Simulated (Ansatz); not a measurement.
The O3–H4 bond of BeH2O (SMILES [BeH][OH]) is stretched (multiplicity 1, the rest rigid).
Geometry at rest (charge 0, multiplicity 1):
```xyz
4

Be    -0.7841    -0.3530     0.0298
H     -1.9953    -0.8949     0.0798
O      0.5111     0.1852    -0.0736
H      1.0425     0.8250     0.3897
```

Cores are frozen in the correlated methods.

Run with Ansatz (a quantum-chemistry and plane-wave program). 

Energies above the point at 0.952 Å (the B3LYP-D3(BJ) bond length), FIC-MRCISD+Q on CASSCF(4,3)/aug-cc-pVTZ (kcal/mol): 6.96 at 0.857 Å; 5.01 at 1.047 Å; 130.06 at 3.046 Å.

### Question
Take the last value as the depth D of a Morse curve D(1 − e^(−a(R − R₀)))², fit a and R₀ to the two near points, and test it at 1.285 and 1.666 Å.

### Answer

With D = 130.1, both near points (counted from the curve's value at 0.952 Å) are met by a = 2.24 Å⁻¹ and R₀ = 0.950 Å, so k = 2Da² = 1310 kcal/(mol Å²). The curve then gives 36.4 and 83.2 kcal/mol; the level itself gives 37.4 and 90.8, so Morse is off by -1.0 and -7.7.

Doubts at one or more of the structures used: active orbitals that take no part (FIC-MRCISD+Q on CASSCF(4,3)/aug-cc-pVTZ).
